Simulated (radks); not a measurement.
Results of a calculation; reference values are marked as such.
Problem. Mean orbital radii <r> (bohr) of the promethium ion Pm29+, [Ar] 3d10 4s2 4p2, of relativity; Dirac values are averaged over j with weights 2j + 1. Spin-unpolarised spherical Kohn-Sham, PBE, point nucleus unless stated (finite: rms radius 4.962 fm), a radial shooting solver on a logarithmic mesh with Libxc functionals. A level marked "c x" has the speed of light scaled by that factor and shares open shells by 2j + 1; other Dirac levels either fill j = l - 1/2 first or share by 2j + 1.

| shell | non-rel. |
|---|---|
| 1s | 0.02488 |
| 2s | 0.1060 |
| 2p | 0.09001 |
| 3s | 0.2719 |
| 3p | 0.2612 |
| 3d | 0.2317 |
| 4s | 0.5518 |
| 4p | 0.5524 |

Give the values at the level "Dirac, c x 2".

Solution. 
shell  Dirac, c x 2  change of magnitude (%)
1s          0.02447                    -1.64
2s           0.1042                    -1.77
2p          0.08919                    -0.92
3s           0.2683                    -1.35
3p           0.2594                    -0.69
3d           0.2314                    -0.11
4s           0.5463                    -1.00
4p           0.5497                    -0.49
